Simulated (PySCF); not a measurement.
## Calculated data, AlBH4OSi, AlBF2H2, Al2BH6N

All values are calculated (PySCF 2.14.0). Calculation on a computer-drawn molecule: the log of a Hartree-Fock and frozen-core CCSD(T) single point meant for a local Hartree-Fock minimum, with one planted fault or none, to be diagnosed. Offsets are logged minus clean, where the clean run is the same molecule without the fault. The reference is restricted for singlets and unrestricted otherwise, and also for a bond in bohr or an excited solution. Adding or removing an electron swaps singlet and doublet. The excited solution moves the top pair (singlet) or top alpha electron (doublet) to the lowest empty orbital. Highest occupied and lowest empty are orbital energies over both spins, largest force is the largest gradient component, triples share is (T) over the correlation energy, the T1 limit is 0.02 restricted and 0.045 unrestricted, electrons count all cores, a negative frequency is imaginary (commonest isotopes), and the dipole is about the centre of nuclear charge.

Common to all runs: meant charge 0; meant multiplicity 1; meant basis cc-pV(D+d)Z; logged SCF converged yes; logged CC converged yes; logged SCF stable within its kind yes; possible faults no fault, one electron removed, one electron added, multiplicity raised by two, geometry at a saddle point, SCF held on an excited solution, minimal basis STO-3G, one bond length entered in bohr, all coordinates scaled.

(1) AlBH4OSi

Logged structure:
```xyz
8
AlBH4OSi
B     -0.2905     0.3168    -3.7296
Al     0.4656     0.0330    -1.7415
O     -0.0263    -1.3385    -0.8627
Si    -0.4053    -2.6579     0.0291
H      0.2629    -0.1275    -4.7022
H     -1.2976     0.9363    -3.9565
H      1.4716     1.0107    -1.0111
H     -1.6539    -2.1181     0.7377
```

```
logged electrons                     : 43
logged basis functions               : 94
logged spin squared                  : 0.773
logged highest occupied              : -13.896 eV
logged lowest empty                  : -6.6509 eV
logged largest force                 : 0.085639 hartree/bohr
logged T1 diagnostic                 : 0.024744
logged D1 diagnostic                 : 0.096126
logged triples share                 : 0.027437
logged dipole magnitude              : 7.4471 debye
logged energy HF                     : -632.46382 hartree
logged energy CCSD(T)                : -632.9042 hartree
planted fault                        : one electron removed
HF energy offset from clean run      : 174 kcal/mol
CCSD(T) energy offset from clean run : 190 kcal/mol
```

Drawn bonds:
| atom | other atom | order |
| --- | --- | --- |
| 1 | 2 | 1 |
| 2 | 3 | 1 |
| 3 | 4 | 1 |
| 1 | 5 | 1 |
| 1 | 6 | 1 |
| 2 | 7 | 1 |
| 4 | 8 | 1 |

(2) AlBH4OSi

Logged structure:
```xyz
8
AlBH4OSi
B     -0.2943     0.3209    -3.7781
Al     0.4716     0.0334    -1.7641
O     -0.0266    -1.3559    -0.8739
Si    -0.4106    -2.6924     0.0294
H      0.2663    -0.1291    -4.7633
H     -1.3145     0.9485    -4.0080
H      1.4907     1.0238    -1.0243
H     -1.6754    -2.1456     0.7473
```

```
logged electrons                     : 44
logged basis functions               : 94
logged spin squared                  : 0
logged highest occupied              : -8.5574 eV
logged lowest empty                  : 1.1658 eV
logged largest force                 : 0.012882 hartree/bohr
logged T1 diagnostic                 : 0.017182
logged D1 diagnostic                 : 0.047183
logged triples share                 : 0.024954
logged dipole magnitude              : 1.1912 debye
logged energy HF                     : -632.73998 hartree
logged energy CCSD(T)                : -633.20748 hartree
planted fault                        : all coordinates scaled, by +1.3 %
HF energy offset from clean run      : 0.7249 kcal/mol
CCSD(T) energy offset from clean run : -0.298 kcal/mol
```

Drawn bonds:
| atom | other atom | order |
| --- | --- | --- |
| 1 | 2 | 1 |
| 2 | 3 | 1 |
| 3 | 4 | 1 |
| 1 | 5 | 1 |
| 1 | 6 | 1 |
| 2 | 7 | 1 |
| 4 | 8 | 1 |

(3) AlBF2H2

Logged structure:
```xyz
6
AlBF2H2
B      1.0299    -1.5993     1.2603
Al     0.7244    -2.5113    -0.6370
F     -0.6571    -2.2785    -1.5082
F      1.8545    -3.4947    -1.3279
H      1.5397    -0.5184     1.3659
H      0.4095    -2.6194     3.1876
```

```
logged electrons                     : 38
logged basis functions               : 75
logged spin squared                  : 0.6839
logged highest occupied              : -10.064 eV
logged lowest empty                  : 0.3331 eV
logged largest force                 : 0.019181 hartree/bohr
logged T1 diagnostic                 : 0.058112
logged D1 diagnostic                 : 0.26676
logged triples share                 : 0.02127
logged dipole magnitude              : 2.0685 debye
logged energy HF                     : -466.65747 hartree
logged energy CCSD(T)                : -467.20339 hartree
planted fault                        : one bond length entered in bohr, row 5 of the drawn bonds
HF energy offset from clean run      : 73.23 kcal/mol
CCSD(T) energy offset from clean run : 73.64 kcal/mol
```

Drawn bonds:
| atom | other atom | order |
| --- | --- | --- |
| 1 | 2 | 1 |
| 2 | 3 | 1 |
| 2 | 4 | 1 |
| 1 | 5 | 1 |
| 1 | 6 | 1 |

Notes: T1 above single-reference limit.

(4) Al2BH6N

Logged structure:
```xyz
10
Al2BH6N
B      0.4723     1.2604    -2.9286
Al    -0.2250     0.7409    -0.9545
N      0.9741     0.2951     0.2786
Al    -2.7527     0.7093    -0.1971
H      0.5913     0.4509    -3.8152
H      0.7354     2.3923    -3.2532
H      1.9687     0.2586     0.1501
H      0.7570     0.0376     1.2238
H     -3.1883     0.3107     1.2828
H     -3.9551     1.0832    -1.1722
```

```
logged electrons                     : 45
logged basis functions               : 104
logged spin squared                  : 0.7701
logged highest occupied              : -0.49767 eV
logged lowest empty                  : 5.1999 eV
logged largest force                 : 0.032876 hartree/bohr
logged T1 diagnostic                 : 0.017564
logged D1 diagnostic                 : 0.058111
logged triples share                 : 0.026696
logged dipole magnitude              : 6.972 debye
logged energy HF                     : -566.4487 hartree
logged energy CCSD(T)                : -566.91258 hartree
planted fault                        : one electron added
HF energy offset from clean run      : 0.02387 kcal/mol
CCSD(T) energy offset from clean run : -9.594 kcal/mol
```

Drawn bonds:
| atom | other atom | order |
| --- | --- | --- |
| 1 | 2 | 1 |
| 2 | 3 | 1 |
| 2 | 4 | 1 |
| 1 | 5 | 1 |
| 1 | 6 | 1 |
| 3 | 7 | 1 |
| 3 | 8 | 1 |
| 4 | 9 | 1 |
| 4 | 10 | 1 |
